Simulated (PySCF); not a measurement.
# `[C-]#[N+]C=C=C=Cn1cccc1`, C₉H₆N₂

Molfile (atoms numbered from 1):
```
C9H6N2
     RDKit          3D

 17 17  0  0  0  0  0  0  0  0999 V2000
    5.2732   -1.0765   -0.6859 C   0  0  0  0  0  0  0  0  0  0  0  0
    4.3242   -0.3874   -0.5700 N   0  0  0  0  0  0  0  0  0  0  0  0
    3.2442    0.4385   -0.4360 C   0  0  0  0  0  0  0  0  0  0  0  0
    1.9929   -0.0090   -0.3385 C   0  0  0  0  0  0  0  0  0  0  0  0
    0.7975   -0.4051   -0.2442 C   0  0  0  0  0  0  0  0  0  0  0  0
   -0.4471   -0.8665   -0.1481 C   0  0  0  0  0  0  0  0  0  0  0  0
   -1.5789   -0.0904   -0.0111 N   0  0  0  0  0  0  0  0  0  0  0  0
   -1.6317    1.2879    0.0517 C   0  0  0  0  0  0  0  0  0  0  0  0
   -2.9450    1.6527    0.1875 C   0  0  0  0  0  0  0  0  0  0  0  0
   -3.7278    0.4552    0.2090 C   0  0  0  0  0  0  0  0  0  0  0  0
   -2.8630   -0.5981    0.0855 C   0  0  0  0  0  0  0  0  0  0  0  0
    3.4618    1.5115   -0.4118 H   0  0  0  0  0  0  0  0  0  0  0  0
   -0.6336   -1.9446   -0.1756 H   0  0  0  0  0  0  0  0  0  0  0  0
   -0.7201    1.8770   -0.0070 H   0  0  0  0  0  0  0  0  0  0  0  0
   -3.3151    2.6731    0.2645 H   0  0  0  0  0  0  0  0  0  0  0  0
   -4.8092    0.3841    0.3053 H   0  0  0  0  0  0  0  0  0  0  0  0
   -3.0351   -1.6717    0.0562 H   0  0  0  0  0  0  0  0  0  0  0  0
  1  2  3  0
  2  3  1  0
  3  4  2  0
  4  5  2  0
  5  6  2  0
  6  7  1  0
  7  8  1  0
  8  9  2  0
  9 10  1  0
 10 11  2  0
 11  7  1  0
  3 12  1  0
  6 13  1  0
  8 14  1  0
  9 15  1  0
 10 16  1  0
 11 17  1  0
M  CHG  2   1  -1   2   1
M  END
```

Theory: PySCF, quadratic response CAM-B3LYP/aug-cc-pVDZ first hyperpolarisability, Taylor convention, gas phase. Geometry: PBE0-D3(BJ)/def2-SVP.

(1) Give the tensor of the second harmonic β(−2ω;ω,ω) at 1907 nm in the axes of these coordinates.

Answers

(1) In au, Taylor convention; rows are the first index (the induced dipole):
```
        xx     yy     zz      xy      xz     yz
x  -1990.7  -81.7  +64.8  +650.1  +227.3  -68.3
y   +619.3  +53.5   -5.2   -83.3   -65.5  +10.9
z   +225.8  +10.8  -23.2   -68.3   +62.3   -4.9
```
Norm of βᵢ = ⅓ Σⱼ (βᵢⱼⱼ + βⱼᵢⱼ + βⱼⱼᵢ): 2135.8 au, hyper-Rayleigh value 928.1 au.
